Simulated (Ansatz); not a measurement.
CH$_{4}$FNSSi. The species carries charge 0 and has multiplicity 1. The bonds changed during the relaxation, so this is another structure than the one it started from. The geometry is a stationary point of PBE0-D4/def2-TZVP. It is one conformer, not always the lowest.

```xyz
9

F    -2.672   -0.602    1.714
Si   -1.139   -1.099    1.548
N    -0.728   -0.158    0.177
C     0.566   -0.158   -0.433
S     1.382    1.457   -0.150
H     1.168   -0.953    0.015
H    -1.382    0.498   -0.234
H     0.509   -0.331   -1.509
H     2.296    1.346   -1.128
```

Q: What is the dipole moment at B3LYP/def2-TZVPP? (Estimate.)

A: The calculation gave: 2.53 D, with components (1.13, -0.45, -2.21) D in this frame, pointing from negative to positive charge.

Q: And with PBE, r2SCAN, ωB97M-V? (Estimate.)

A: The calculation gave: PBE 2.52 D, r2SCAN 2.60 D, ωB97M-V 2.46 D.

Q: Give the Mulliken charges with B3LYP, PBE, ωB97M-V in def2-TZVPP. (An estimate is asked.)

A: Ansatz gave: 
| atom | B3LYP | PBE | ωB97M-V |
| --- | --- | --- | --- |
| F1 | -0.32 | -0.27 | -0.31 |
| Si2 | 0.33 | 0.26 | 0.33 |
| N3 | -0.22 | -0.19 | -0.22 |
| C4 | -0.07 | -0.07 | -0.14 |
| S5 | -0.17 | -0.19 | -0.15 |
| H6 | 0.10 | 0.10 | 0.12 |
| H7 | 0.13 | 0.14 | 0.12 |
| H8 | 0.12 | 0.12 | 0.14 |
| H9 | 0.09 | 0.10 | 0.10 |

B3LYP here is the variant with VWN-RPA as its local correlation; programs differ in this.
